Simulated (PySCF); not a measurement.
NMR parameters from quadrupole coupling constants

C5H13NOSi.
Structure used (GFN2-xTB), in Å, numbered top down from 1:
```xyz
21
C5H13NOSi angstrom
C     -3.2176   -0.3058   -0.3682
C     -2.3899    0.6055    0.5251
O     -1.3033    1.1742   -0.1478
Si    -0.0326    0.5088   -0.8964
C      1.0252   -0.6062    0.2385
C      1.8860    0.1428    1.2736
C      3.0727   -0.1459    0.3511
N      2.2657   -1.1313   -0.3684
H     -3.5394    0.2383   -1.2523
H     -2.6232   -1.1595   -0.6834
H     -4.0926   -0.6598    0.1703
H     -3.0027    1.4416    0.8799
H     -2.0291    0.0467    1.3972
H     -0.3895   -0.3076   -2.0655
H      0.6690    1.7311   -1.2659
H      0.4413   -1.4323    0.6652
H      1.9560   -0.3680    2.2312
H      1.6484    1.1916    1.4370
H      3.9602   -0.5869    0.8119
H      3.3731    0.7246   -0.2438
H      2.3135   -1.0850   -1.3805
```

Computed at PBE0/pcSseg-1 (PySCF, non-relativistic):

```tsv
atom	environment	nucleus	spin I	Q (b)	CQ = χzz (MHz)	η
O3	silyl ether oxygen	17O	5/2	-0.0256	-10.217	0.296
N8	secondary amine nitrogen	14N	1	0.02044	-5.660	0.068
```

Problem. Give the quadrupolar product PQ = |CQ|√(1 + η²/3), the quadrupolar frequency νQ = 3|CQ|/[2I(2I − 1)] and the Larmor frequency ν0 = |g| × 7.62259 MHz/T × B at 11.75 T, with g(17O) = −0.75752, g(14N) = 0.40376.

Solution. 
| atom | PQ (MHz) | νQ (MHz) | ν0 (MHz) | νQ/ν0 |
| --- | --- | --- | --- | --- |
| O3 | 10.37 | 1.533 | 67.85 | 0.023 |
| N8 | 5.665 | 8.490 | 36.16 | 0.235 |

For O3: PQ = 10.22 × 1.0145, νQ = 10.22 × 0.1500, ν0 = 5.7742 MHz/T × 11.75 T.

Problem. For half-integer spins with νQ below a tenth of ν0, find the second-order shift of the centre of gravity of the central transition at 11.75 and 14.1 T.

Solution. From −(3/40)(PQ/ν0)²[I(I + 1) − 3/4]/[I(2I − 1)]², which goes as 1/B² (ppm):

```
     site  11.75 T  14.1 T
17O at O3     -140   -97.2
```

Problem. Quadrupolar 1/T1 and linewidth for τc = 5 ps (extreme narrowing, isotropic tumbling)?

Solution. Rate = (3π²/10) PQ² τc (2I + 3)/[I²(2I − 1)], the same for T1 and T2; width = rate/π.

| site | spin factor (2I + 3)/[I²(2I − 1)] | 1/T1 (s⁻¹) | T1 (ms) | linewidth (Hz) |
| --- | --- | --- | --- | --- |
| 17O at O3 | 0.320 | 509 | 1.96 | 162 |
| 14N at N8 | 5.000 | 2380 | 0.421 | 756 |

Isolated species at its GFN2-xTB geometry (one conformer only). GFN2-xTB bond lengths can be off by several hundredths of an ångström, more for odd bonds, and the gradients follow them. With a basis this small, the couplings can be 20 % off.
